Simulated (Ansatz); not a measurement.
Calculated with Ansatz (gas phase, PBE0-D4/def2-TZVP geometries, no zero-point term in ΔE). CCSD(T)/CBS adds triple-zeta CCSD(T) − MP2 to the extrapolated MP2 energy (def2 sets, frozen cores). DFT in def2-TZVPP. B3LYP here is the variant with VWN-RPA as its local correlation; programs differ in this. For Ge outer-core shells are correlated without core-valence functions, which leaves a few kJ/mol of doubt a bond. Scalar relativity is left out up to krypton. One conformer a species, not always the lowest.

Consider the redistribution: `[AlH2][CH2][CH2][GeH3]` + `N[SiH](Cl)BF` → `N[SiH](Cl)[GeH3]` + `FBC[CH2][AlH2]`.

Is it downhill or uphill in electronic energy at CCSD(T)/CBS, and by how much? (Best estimate.)

Ansatz gave: Downhill: ΔE = -65.4 kJ/mol.

What do these levels give: PBE0-D4, B3LYP-D4, ωB97X-V, ωB97M-V, r2SCAN, PBE0, B3LYP, HF/def2-TZVPP, SCS-MP2/def2-TZVPP, CCSD(T)/def2-TZVPP, HF/def2-QZVPP, CCSD/CBS(def2)? (Best estimate.)

Ansatz gave: PBE0-D4 -71.9, B3LYP-D4 -66.1, ωB97X-V -64.1, ωB97M-V -70.0, r2SCAN -76.4, PBE0 -71.5, B3LYP -65.2, HF/def2-TZVPP -55.1, SCS-MP2/def2-TZVPP -61.4, CCSD(T)/def2-TZVPP -64.1, HF/def2-QZVPP -55.9, CCSD/CBS(def2) -63.5 kJ/mol.

Largest T1 diagnostic among the species: 0.012.

In def2-TZVPP, CCSD(T) changes the Hartree–Fock value by −9.0 kJ/mol (the triples alone add −1.8 kJ/mol) and MP2 by −12.4 kJ/mol.
